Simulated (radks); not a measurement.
Hg73+, 7 electrons, occupied as [He] 2s2 2p3. All-electron calculation, Dirac Kohn-Sham, PBE, spin-unpolarised, spherical densities, finite nucleus; open shells fill j = l - 1/2 first; Fermi nuclear charge, rms radius 5.4648 fm. Program: a radial shooting solver on a logarithmic mesh with Libxc functionals.

Normalised radial functions P(r) = r R(r) (large component), r in bohr:

| r | 2s1/2 |
|---|---|
| 0.0009127 | 0.7628 |
| 0.001208 | 0.9322 |
| 0.001598 | 1.1287 |
| 0.002114 | 1.3494 |
| 0.00282 | 1.5928 |
| 0.003731 | 1.8270 |
| 0.004936 | 2.0263 |
| 0.006531 | 2.1397 |
| 0.008642 | 2.0951 |
| 0.01153 | 1.7896 |
| 0.01525 | 1.1501 |
| 0.02018 | 0.1288 |
| 0.0267 | -1.2071 |
| 0.03533 | -2.6140 |
| 0.04712 | -3.6936 |
| 0.06234 | -3.9384 |
| 0.08249 | -3.2454 |
| 0.1091 | -1.9903 |
| 0.1444 | -0.8470 |
| 0.1926 | -0.2154 |

2s1/2: eigenvalue -21977 eV, 1 radial node at r = 0.0208 bohr, <r> = 0.0673 bohr, 90 % of the charge inside 0.105 bohr.
